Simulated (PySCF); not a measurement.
C$_{7}$H$_{13}$O, doublet, geometry from GFN2-xTB; R2SCAN/STO-3G (PySCF).

Input for PySCF:
```python
from pyscf import gto, scf, dft

mol = gto.M(
    atom='''
C     3.61424555    0.39941865   -1.19601457
C     2.41605260    1.01268888   -0.48143226
C     1.37698829   -0.04741194   -0.12825643
C     0.15928266    0.56965020    0.59200839
C    -0.80981995   -0.47285613    0.96700073
C    -2.12886193   -0.64423156    0.45905463
C    -2.64331553    0.35454242   -0.55768662
O    -2.83428716   -1.58136827    0.83793638
H     4.34393693    1.16701503   -1.44193397
H     3.30249949   -0.08605667   -2.11804875
H     4.09650889   -0.34336276   -0.56462344
H     2.75264348    1.50943065    0.43130017
H     1.95973128    1.77002798   -1.12279773
H     1.82984240   -0.80466438    0.51411371
H     1.03525063   -0.54334611   -1.03885416
H    -0.28981711    1.33052280   -0.04513275
H     0.53215746    1.05469533    1.50138072
H    -0.47613735   -1.22613858    1.66824528
H    -1.99812311    0.37401496   -1.43322475
H    -2.67507840    1.35140769   -0.12258998
H    -3.64654731    0.06659718   -0.85936852
''',
    basis='sto-3g',
    spin=1,
    verbose=4,
)

mf = dft.UKS(mol)
mf.xc = 'r2scan'
mf.conv_tol = 1e-12
mf.kernel()
```

What the program printed (banner, timings and long lists left out):

```
PySCF version 2.14.0

[INPUT] verbose = 4
[INPUT] num. atoms = 21
[INPUT] num. electrons = 63
[INPUT] charge = 0
[INPUT] spin (= nelec alpha-beta = 2S) = 1
[INPUT] symmetry False subgroup None
[INPUT] Mole.unit = angstrom
[INPUT] Symbol           X                Y                Z      unit          X                Y                Z       unit  Magmom
[INPUT]  1 C      3.614245550000   0.399418650000  -1.196014570000 AA    6.829934236428   0.754791857544  -2.260139978289 Bohr   0.0
[INPUT]  2 C      2.416052600000   1.012688880000  -0.481432260000 AA    4.565677716543   1.913704632593  -0.909775118930 Bohr   0.0
[INPUT]  3 C      1.376988290000  -0.047411940000  -0.128256430000 AA    2.602130744833  -0.089595581634  -0.242369526414 Bohr   0.0
[INPUT]  4 C      0.159282660000   0.569650200000   0.592008390000 AA    0.301000603792   1.076482864804   1.118733720545 Bohr   0.0
[INPUT]  5 C     -0.809819950000  -0.472856130000   0.967000730000 AA   -1.530337915709  -0.893568582022   1.827366541954 Bohr   0.0
[INPUT]  6 C     -2.128861930000  -0.644231560000   0.459054630000 AA   -4.022966004713  -1.217421209201   0.867487526914 Bohr   0.0
[INPUT]  7 C     -2.643315530000   0.354542420000  -0.557686620000 AA   -4.995142412510   0.669988073341  -1.053874975134 Bohr   0.0
[INPUT]  8 O     -2.834287160000  -1.581368270000   0.837936380000 AA   -5.356026490771  -2.988352932377   1.583470268009 Bohr   0.0
[INPUT]  9 H      4.343936930000   1.167015030000  -1.441933970000 AA    8.208851100084   2.205338789951  -2.724860293007 Bohr   0.0
[INPUT] 10 H      3.302499490000  -0.086056670000  -2.118048750000 AA    6.240819562616  -0.162623537492  -4.002532055977 Bohr   0.0
[INPUT] 11 H      4.096508890000  -0.343362760000  -0.564623440000 AA    7.741279868946  -0.648861577775  -1.066983665110 Bohr   0.0
[INPUT] 12 H      2.752643480000   1.509430650000   0.431300170000 AA    5.201742295770   2.852410532524   0.815039198778 Bohr   0.0
[INPUT] 13 H      1.959731280000   1.770027980000  -1.122797730000 AA    3.703355396943   3.344868115017  -2.121780202983 Bohr   0.0
[INPUT] 14 H      1.829842400000  -0.804664380000   0.514113710000 AA    3.457900987117  -1.520595300393   0.971534108784 Bohr   0.0
[INPUT] 15 H      1.035250630000  -0.543346110000  -1.038854160000 AA    1.956340160983  -1.026775338748  -1.963149845765 Bohr   0.0
[INPUT] 16 H     -0.289817110000   1.330522800000  -0.045132750000 AA   -0.547674964113   2.514323694489  -0.085288536748 Bohr   0.0
[INPUT] 17 H      0.532157460000   1.054695330000   1.501380720000 AA    1.005631854544   1.993085318558   2.837198369502 Bohr   0.0
[INPUT] 18 H     -0.476137350000  -1.226138580000   1.668245280000 AA   -0.899769189176  -2.317066106963   3.152526687798 Bohr   0.0
[INPUT] 19 H     -1.998123110000   0.374014960000  -1.433224750000 AA   -3.775905441064   0.706785840890  -2.708402252448 Bohr   0.0
[INPUT] 20 H     -2.675078400000   1.351407690000  -0.122589980000 AA   -5.055165537740   2.553790416731  -0.231661487816 Bohr   0.0
[INPUT] 21 H     -3.646547310000   0.066597180000  -0.859368520000 AA   -6.890975716169   0.125850430868  -1.623971142873 Bohr   0.0

nuclear repulsion = 360.339856488971
number of shells = 37
number of NR pGTOs = 159
number of NR cGTOs = 53
basis = sto-3g
ecp = {}

******** <class 'pyscf.dft.uks.UKS'> ********
method = UKS
initial guess = minao
damping factor = 0
level_shift factor = 0
DIIS = <class 'pyscf.scf.diis.CDIIS'>
diis_start_cycle = 1
diis_space = 8
diis_damp = 0
SCF conv_tol = 1e-12
SCF conv_tol_grad = None
SCF max_cycles = 50
direct_scf = True
direct_scf_tol = 1e-13
number electrons alpha = 32  beta = 31
XC library pyscf.dft.libxc version 7.1.2
    S. Lehtola, C. Steigemann, M. J. T. Oliveira, and M. A. L. Marques,  SoftwareX 7, 1–5 (2018)
XC functionals = r2scan
    J. W. Furness, A. D. Kaplan, J. Ning, J. P. Perdew, and J. Sun,  J. Phys. Chem. Lett. 11, 8208–8215 (2020)
    J. W. Furness, A. D. Kaplan, J. Ning, J. P. Perdew, and J. Sun,  J. Phys. Chem. Lett. 11, 9248–9248 (2020)
    J. W. Furness, A. D. Kaplan, J. Ning, J. P. Perdew, and J. Sun,  J. Phys. Chem. Lett. 11, 8208–8215 (2020)
    J. W. Furness, A. D. Kaplan, J. Ning, J. P. Perdew, and J. Sun,  J. Phys. Chem. Lett. 11, 9248–9248 (2020)
radial grids:
    Treutler-Ahlrichs [JCP 102, 346 (1995); DOI:10.1063/1.469408] (M4) radial grids

becke partition: Becke, JCP 88, 2547 (1988); DOI:10.1063/1.454033
pruning grids: <function nwchem_prune>
grids dens level: 3
symmetrized grids: False
atomic radii adjust function: <function treutler_atomic_radii_adjust>
small_rho_cutoff = 0
Set gradient conv threshold to 1e-06
tot grids = 240416
init E= -345.816459495696

cycle= 1 E= -345.077934074359  delta_E= 0.739  |g|= 0.446  |ddm|=    4
cycle= 2 E= -343.520641003469  delta_E= 1.56  |g|= 1.55  |ddm|= 2.49
cycle= 3 E= -345.21566584995  delta_E= -1.7  |g|= 0.155  |ddm|= 2.16
cycle= 4 E= -345.227604253586  delta_E= -0.0119  |g|= 0.0839  |ddm|= 0.331
cycle= 5 E= -345.233201350738  delta_E= -0.0056  |g|= 0.0119  |ddm|= 0.136
cycle= 6 E= -345.233507699263  delta_E= -0.000306  |g|= 0.00828  |ddm|= 0.0452
cycle= 7 E= -345.233584483901  delta_E= -7.68e-05  |g|= 0.00216  |ddm|= 0.0199
cycle= 8 E= -345.23359266027  delta_E= -8.18e-06  |g|= 0.000863  |ddm|= 0.00815
cycle= 9 E= -345.233593346796  delta_E= -6.87e-07  |g|= 0.000458  |ddm|= 0.00222
cycle= 10 E= -345.233593518812  delta_E= -1.72e-07  |g|= 0.000134  |ddm|= 0.000918
cycle= 11 E= -345.233593534265  delta_E= -1.55e-08  |g|= 2.09e-05  |ddm|= 0.000286
cycle= 12 E= -345.233593534907  delta_E= -6.41e-10  |g|= 1.04e-05  |ddm|= 6.76e-05
cycle= 13 E= -345.233593535024  delta_E= -1.17e-10  |g|= 4.69e-06  |ddm|= 3.13e-05
cycle= 14 E= -345.233593535043  delta_E= -1.89e-11  |g|= 1.03e-06  |ddm|= 1.19e-05
cycle= 15 E= -345.233593535046  delta_E= -3.07e-12  |g|= 3.8e-07  |ddm|= 6.24e-06
cycle= 16 E= -345.233593535045  delta_E= 7.96e-13  |g|= 2.21e-07  |ddm|= 2.43e-06
Extra cycle  E= -345.233593535045  delta_E= -3.41e-13  |g|= 2.31e-07  |ddm|= 1.52e-06
converged SCF energy = -345.233593535045  <S^2> = 0.78022346  2S+1 = 2.0299985
```
